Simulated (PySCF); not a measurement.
Isomers of C6H9FSi.

All values: B3LYP/def2-SVPD (PySCF) at GFN2-xTB geometries, gas phase, one conformer each. Core orbitals are frozen in the response; Δα² is half the sum of the squared differences of the principal polarisabilities.

Problem. Rank by polarisability anisotropy Δα, lowest first.
A. `[CH:1]#[C:2][C@@H:3]1[CH2:4][SiH2:5][C@@H:6]([F:7])[CH2:8]1` with C2–C3–C4–Si5 -162°, C3–C4–Si5–C6 16°, C4–Si5–C6–F7 -106°, Si5–C6–C8–C3 -36°
B. `[CH:1]#[C:2][Si@:3]1([CH3:4])[CH2:5][C@H:6]([F:7])[CH2:8]1` with C2–Si3–C5–C6 -121°, Si3–C5–C6–F7 131°, C5–C6–C8–Si3 -11°, C2–Si3–C8–C6 121°
C. `[CH3:1][CH2:2][Si@@H:3]1[CH:4]=[CH:5][CH:6]=[C:7]1[F:8]` with C1–C2–Si3–C4 -75°
D. `[CH3:1][C:2]#[C:3][Si@H:4]1[CH2:5][C@@H:6]([F:7])[CH2:8]1` with C3–Si4–C5–C6 124°, Si4–C5–C6–F7 -135°, C5–C6–C8–Si4 14°, C3–Si4–C8–C6 -124°
E. `[CH:1]#[C:2][C@@H:3]([CH3:4])[C@H:5]1[CH2:6][Si@@H:7]1[F:8]` with C2–C3–C5–C6 78°

Solution. B (4.55 Å³), C (5.64 Å³), A (6.11 Å³), E (6.50 Å³), D (7.82 Å³).

Problem. Rank by dipole moment, highest first.
A. `[CH3:1][C:2]#[C:3][Si@H:4]1[CH2:5][C@@H:6]([F:7])[CH2:8]1` with C3–Si4–C5–C6 124°, Si4–C5–C6–F7 -135°, C5–C6–C8–Si4 14°, C3–Si4–C8–C6 -124°
B. `[CH:1]#[C:2][Si@:3]1([CH3:4])[CH2:5][C@H:6]([F:7])[CH2:8]1` with C2–Si3–C5–C6 -121°, Si3–C5–C6–F7 131°, C5–C6–C8–Si3 -11°, C2–Si3–C8–C6 121°
C. `[CH:1]#[C:2][C@@H:3]([CH3:4])[C@H:5]1[CH2:6][Si@@H:7]1[F:8]` with C2–C3–C5–C6 78°
D. `[CH:1]#[C:2][C@@H:3]1[CH2:4][SiH2:5][C@@H:6]([F:7])[CH2:8]1` with C2–C3–C4–Si5 -162°, C3–C4–Si5–C6 16°, C4–Si5–C6–F7 -106°, Si5–C6–C8–C3 -36°

Solution. A (2.65 D), B (2.48 D), D (1.68 D), C (1.25 D).

All values together:

```json
{"SMILES": "CC#C[Si@H]1C[C@@H](F)C1", "μ (D)": "2.65", "HOMO (eV)": "-7.37", "LUMO (eV)": "-0.44", "α (Å³)": "14.57", "Δα (Å³)": "7.82"}
{"SMILES": "CC[Si@@H]1C=CC=C1F", "μ (D)": "1.71", "HOMO (eV)": "-6.27", "LUMO (eV)": "-1.67", "α (Å³)": "14.02", "Δα (Å³)": "5.64"}
{"SMILES": "C#C[Si@]1(C)C[C@H](F)C1", "μ (D)": "2.48", "HOMO (eV)": "-7.62", "LUMO (eV)": "-0.48", "α (Å³)": "13.99", "Δα (Å³)": "4.55"}
{"SMILES": "C#C[C@@H]1C[SiH2][C@@H](F)C1", "μ (D)": "1.68", "HOMO (eV)": "-7.52", "LUMO (eV)": "0.06", "α (Å³)": "13.97", "Δα (Å³)": "6.11"}
{"SMILES": "C#C[C@@H](C)[C@H]1C[Si@@H]1F", "μ (D)": "1.25", "HOMO (eV)": "-6.79", "LUMO (eV)": "-0.17", "α (Å³)": "14.00", "Δα (Å³)": "6.50"}
{"SMILES": "C#C[C@@H]1C[SiH2][C@H](F)C1", "μ (D)": "1.77", "HOMO (eV)": "-7.59", "LUMO (eV)": "-0.11", "α (Å³)": "13.95", "Δα (Å³)": "6.10"}
```

Conformers: `[CH3:1][C:2]#[C:3][Si@H:4]1[CH2:5][C@@H:6]([F:7])[CH2:8]1` with C3–Si4–C5–C6 124°, Si4–C5–C6–F7 -135°, C5–C6–C8–Si4 14°, C3–Si4–C8–C6 -124°; `[CH3:1][CH2:2][Si@@H:3]1[CH:4]=[CH:5][CH:6]=[C:7]1[F:8]` with C1–C2–Si3–C4 -75°; `[CH:1]#[C:2][Si@:3]1([CH3:4])[CH2:5][C@H:6]([F:7])[CH2:8]1` with C2–Si3–C5–C6 -121°, Si3–C5–C6–F7 131°, C5–C6–C8–Si3 -11°, C2–Si3–C8–C6 121°; `[CH:1]#[C:2][C@@H:3]1[CH2:4][SiH2:5][C@@H:6]([F:7])[CH2:8]1` with C2–C3–C4–Si5 -162°, C3–C4–Si5–C6 16°, C4–Si5–C6–F7 -106°, Si5–C6–C8–C3 -36°; `[CH:1]#[C:2][C@@H:3]([CH3:4])[C@H:5]1[CH2:6][Si@@H:7]1[F:8]` with C2–C3–C5–C6 78°; `[CH:1]#[C:2][C@@H:3]1[CH2:4][SiH2:5][C@H:6]([F:7])[CH2:8]1` with C2–C3–C4–Si5 -162°, C3–C4–Si5–C6 15°, C4–Si5–C6–F7 132°, Si5–C6–C8–C3 -37°.
